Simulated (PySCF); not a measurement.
Does the structure fit the spectrum?

A compound C$_{6}$H$_{3}$F$_{3}$ gives the data below (simulated from a calculation) and was assigned the structure `C=C=CC#CC(F)(F)F`.

$^{13}$C{$^{1}$H} NMR (computed): δ 162.4 (C, 2C), 150.3 (C), 128.5 (CH), 119.0 (CH, 2C).

$^{1}$H NMR (500 MHz, computed): δ 7.32 (m, 1H), 7.26 (m, 2H).

[PySCF: σ from GIAO-PBE0/pcSseg-1; GFN2-xTB structure; a single conformation; fast rotation and ring inversion assumed for equivalent nuclei; no solvent; non-relativistic]

Shifts are taken against calculated references (same method and geometry level): $^{1}$H, $^{13}$C vs TMS.

Task: Compare with the shifts computed for the proposed structure, pairing carbons in order of shift.

Result: Mapped SMILES: `[CH2:1]=[C:2]=[CH:3][C:4]#[C:5][C:6]([F:7])([F:8])[F:9]`. Hydrogens are named by the atom that carries them.

```json
{"atom": "C2", "computed for proposal": "234.0", "given list": "162.4", "difference": "+71.6"}
{"atom": "C6", "computed for proposal": "124.7", "given list": "162.4", "difference": "-37.7"}
{"atom": "C5", "computed for proposal": "87.6", "given list": "150.3", "difference": "-62.7"}
{"atom": "C4", "computed for proposal": "87.5", "given list": "128.5", "difference": "-41.0"}
{"atom": "C1", "computed for proposal": "82.8", "given list": "119.0", "difference": "-36.2"}
{"atom": "C3", "computed for proposal": "77.2", "given list": "119.0", "difference": "-41.8"}
```

The rms difference is 50.4 ppm and the largest +71.6 ppm at C2 (central carbon of an allene). The proposal also would give 6 carbon signals, not 4. The carbon types in order of shift don't match either: C, C, C, C, CH2, CH for the proposal against C, C, C, CH, CH, CH in the data. The proposal doesn't fit.

Task: Which isomer fits?

Result: 1,2,3-trifluorobenzene (F-1,3) (SMILES Fc1cccc(F)c1F).

1. Carbon types of the structure: 3 × C, 3 × CH, which accounts for all hydrogens.
2. δC 162.4, 150.3: aromatic carbon bearing fluorine; an ipso carbon deshielded by its heteroatom.
3. δC 128.5, 119.0: aromatic CH.
4. δH 7.32, 7.26: hydrogen on an aromatic CH; it sits in the deshielding region of the aromatic ring current.

The data come from this structure; uniqueness wasn't tested.

Splittings by $^{19}$F in the carbon and heteronuclear signals aren't shown, as no couplings were computed. Shifts are as computed. Against solution values, carbons near 30 ppm lie about +3 ppm off and those near 130 ppm about +5 ppm. Of 1211 compounds with measured shifts, 218 miss one by over three times the rms of a fit or turn the order of signals round; such compounds aren't used in these exercises. No couplings were computed; multiplicities are counted from neighbouring protons, with m where these are inequivalent, close in shift, in a saturated or five-membered ring or joined by F or P, and br s for small geminal =CH2 splittings.
